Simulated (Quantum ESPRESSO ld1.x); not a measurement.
All-electron atom: Re3+ in [Kr] 4d10 4f14 5s1.5 5p6 5d4 6p0.5 (fractional occupations, a model configuration).

Calculated with ld1.x of Quantum ESPRESSO 7.5: scalar-relativistic Kohn-Sham, PW91, spin-unpolarised, spherical densities, point nucleus.

Energy parts (eV):
total: -454163.6
kinetic: 501990.9
electron-nucleus: -1121839.2
Hartree: 174689.6
exchange-correlation: -9005.0

Orbitals (lengths in bohr, moments of r in powers of bohr):
| orbital | occ. | eigenvalue (eV) | <1/r> |
|---|---|---|---|
| 1s | 2 | -71709.208 | 88.80 |
| 2s | 2 | -12461.988 | 20.77 |
| 2p | 6 | -10879.101 | 18.75 |
| 3s | 2 | -2911.956 | 7.694 |
| 3p | 6 | -2445.305 | 7.086 |
| 3d | 10 | -1916.557 | 6.691 |
| 4s | 2 | -635.294 | 3.275 |
| 4p | 6 | -482.252 | 2.972 |
| 4d | 10 | -290.305 | 2.648 |
| 4f | 14 | -77.144 | 2.169 |
| 5s | 1.5 | -119.198 | 1.304 |
| 5p | 6 | -80.283 | 1.109 |
| 5d | 4 | -35.806 | 0.7896 |
| 6p | 0.5 | -22.612 | 0.4223 |

The highest occupied level is 6p at -22.612 eV. Summed over all electrons, <r^2> = 40.03 bohr^2, which gives a Langevin (diamagnetic) susceptibility term of -31.7 x 10^-6 cm^3/mol.
